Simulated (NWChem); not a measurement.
Species: PH, triplet; SMILES [PH]

Computed with NWChem. Spin-unrestricted. The geometry was optimised at PBE0-D3(BJ)/def2-TZVP, spin-unrestricted. No stability test was run on the SCF state. B3LYP is NWChem's, with the RPA form of VWN correlation.

### Question
Estimate the computed values for B3LYP/def2-TZVP. Quantities: highest occupied level (eV); lowest empty minus highest occupied level, either spin (eV); dipole (D); <S²>.

### Answer
| Item | Result |
|---|---|
| highest occupied level (eV) | -6.98 |
| lowest empty minus highest occupied level, either spin (eV) | 3.67 |
| dipole (D) | 0.45 |
| <S²> | 2.01 |
